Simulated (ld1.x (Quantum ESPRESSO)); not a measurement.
**u(r) = r·R(r): atom against pseudo-atom (helium (He))**

Columns: radius, all-electron u(r) and pseudo u(r) of the 1s shell (level -38.64 eV) of helium in the configuration 1s1; PBEsol, non-relativistic, ultrasoft scheme, ld1.x (Quantum ESPRESSO) 7.5.

| r (bohr) | all-electron | pseudo |
| --- | --- | --- |
| 0.025 | 0.1304 | 0.1021 |
| 0.050 | 0.2480 | 0.2028 |
| 0.075 | 0.3537 | 0.3005 |
| 0.100 | 0.4485 | 0.3941 |
| 0.125 | 0.5332 | 0.4823 |
| 0.150 | 0.6085 | 0.5642 |
| 0.175 | 0.6752 | 0.6390 |
| 0.200 | 0.7340 | 0.7063 |
| 0.225 | 0.7855 | 0.7658 |
| 0.250 | 0.8303 | 0.8175 |
| 0.275 | 0.8690 | 0.8617 |
| 0.300 | 0.9021 | 0.8987 |
| 0.325 | 0.9299 | 0.9291 |
| 0.350 | 0.9531 | 0.9536 |
| 0.375 | 0.9719 | 0.9729 |
| 0.400 | 0.9868 | 0.9877 |
| 0.425 | 0.9981 | 0.9987 |
| 0.450 | 1.0062 | 1.0064 |
| 0.475 | 1.0112 | 1.0113 |
| 0.500 | 1.0136 | 1.0136 |
| 0.525 | 1.0135 | 1.0135 |
| 0.550 | 1.0112 | 1.0112 |
| 0.575 | 1.0069 | 1.0069 |
| 0.600 | 1.0008 | 1.0008 |
| 0.625 | 0.9931 | 0.9931 |
| 0.650 | 0.9839 | 0.9839 |

Problem. How many radial nodes do the two functions have?

Solution. The all-electron 1s function has n − l − 1 = 0; the pseudo-wave has 0.

Problem. At about which radius was the pseudo-wave matched?

Solution. 0.50 bohr. The columns agree to 0.0005 from 0.45 bohr on; several derivatives are matched, so the curves merge somewhat inside the radius.

Problem. Where does each function peak?

Solution. Outermost all-electron maximum near 0.50 bohr, pseudo maximum near 0.50 bohr (to the table’s step).

Problem. Is the pseudo-wave norm-conserving?

Solution. No, it belongs to an ultrasoft set: the norm inside the radius is not constrained, and the difference is carried by the augmentation charge.
